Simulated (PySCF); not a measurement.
C6H9NO.
Structure used (GFN2-xTB), in Å, numbered top down from 1:
```
atom  x, y, z in Å
C1     2.704   -0.516   -0.825
C2     1.495   -0.229   -0.390
C3     0.613   -0.801    0.688
C4    -0.399    0.334    0.413
N5    -1.731   -0.080    0.069
C6    -2.828    0.393    0.689
O7    -2.834    1.196    1.587
C8     0.481    0.821   -0.760
H9     3.164    0.046   -1.620
H10    3.282   -1.320   -0.402
H11    0.229   -1.795    0.462
H12    1.042   -0.814    1.689
H13   -0.497    1.054    1.226
H14   -1.825   -0.752   -0.677
H15   -3.756   -0.047    0.275
H16    0.029    0.670   -1.741
H17    0.825    1.851   -0.692
```

PySCF, density fitting, gas phase, GFN2-xTB geometry. The standard run uses grid level 2 after a coarse-grid start, the def2-universal JK fitting basis (with tight functions added where the orbital basis needs them), an energy threshold of 1e-9 Eh and DIIS. Cycle counts include a coarse-grid stage where the run had one.

Task: Standard PBE0/pcSseg-1: E = -363.527286 Eh, HOMO -7.336 eV, LUMO -0.038 eV, dipole 3.620 D, 14 cycles (coarse-grid cycles included). What changes at PBE0/pcSseg-1 with: fitting basis def2-qzvpp-jkfit?

Result: E = -363.527319 Eh (-0.033 mEh), HOMO -7.336 eV (0.000), LUMO -0.038 eV (0.000), dipole 3.620 D (0.000), 11 SCF cycles. Of the changed settings only the fitting basis enters the energy expression; the total energy moves by 0.02 kcal/mol.

The cycles:
```
cycle   1  E = -363.3719151235  dE =  1.394e+00  |g| = 8.597e-01  |ddm| = 3.785e+00
cycle   2  E = -362.8231215517  dE =  5.488e-01  |g| = 1.850e+00  |ddm| = 2.456e+00
cycle   3  E = -363.5179153891  dE = -6.948e-01  |g| = 1.990e-01  |ddm| = 1.916e+00
cycle   4  E = -363.5257297135  dE = -7.814e-03  |g| = 8.553e-02  |ddm| = 2.202e-01
cycle   5  E = -363.5272135407  dE = -1.484e-03  |g| = 2.207e-02  |ddm| = 6.910e-02
cycle   6  E = -363.5273101717  dE = -9.663e-05  |g| = 6.150e-03  |ddm| = 1.788e-02
cycle   7  E = -363.5273181414  dE = -7.970e-06  |g| = 1.426e-03  |ddm| = 5.551e-03
cycle   8  E = -363.5273185142  dE = -3.728e-07  |g| = 7.062e-04  |ddm| = 1.830e-03
cycle   9  E = -363.5273186246  dE = -1.103e-07  |g| = 2.245e-04  |ddm| = 7.676e-04
cycle  10  E = -363.5273186359  dE = -1.136e-08  |g| = 5.370e-05  |ddm| = 2.286e-04
cycle  11  E = -363.5273186366  dE = -7.055e-10  |g| = 7.425e-06  |ddm| = 6.636e-05
```

Task: What changes at PBE0/pcSseg-1 with: grid level 3?

Result: E = -363.527285 Eh (+0.001 mEh), HOMO -7.336 eV (0.000), LUMO -0.038 eV (0.000), dipole 3.620 D (0.000), 14 SCF cycles. The result matches the standard run within 0.02 mEh and 0.003 eV.

The cycles:
```
cycle   1  E = -363.3151548583  dE =  1.391e+00  |g| = 8.549e-01  |ddm| = 3.789e+00
cycle   2  E = -362.7798386691  dE =  5.353e-01  |g| = 1.834e+00  |ddm| = 2.429e+00
cycle   3  E = -363.4597419286  dE = -6.799e-01  |g| = 2.026e-01  |ddm| = 1.888e+00
cycle   4  E = -363.4679030722  dE = -8.161e-03  |g| = 8.415e-02  |ddm| = 2.206e-01
cycle   5  E = -363.4693271675  dE = -1.424e-03  |g| = 2.251e-02  |ddm| = 6.831e-02
cycle   6  E = -363.4694280446  dE = -1.009e-04  |g| = 6.072e-03  |ddm| = 1.806e-02
cycle   7  E = -363.4694357491  dE = -7.705e-06  |g| = 1.473e-03  |ddm| = 5.461e-03
cycle   8  E = -363.5272494884  dE = -2.495e-05  |g| = 1.306e-02  |ddm| = 3.456e-02
cycle   9  E = -363.5271681112  dE =  8.138e-05  |g| = 2.442e-02  |ddm| = 2.707e-02
cycle  10  E = -363.5272833843  dE = -1.153e-04  |g| = 2.820e-03  |ddm| = 1.867e-02
cycle  11  E = -363.5272851788  dE = -1.795e-06  |g| = 1.683e-04  |ddm| = 2.413e-03
cycle  12  E = -363.5272851842  dE = -5.348e-09  |g| = 9.446e-05  |ddm| = 2.891e-04
cycle  13  E = -363.5272851861  dE = -1.894e-09  |g| = 2.039e-05  |ddm| = 8.955e-05
cycle  14  E = -363.5272851861  dE = -5.934e-11  |g| = 1.173e-05  |ddm| = 2.327e-05
```
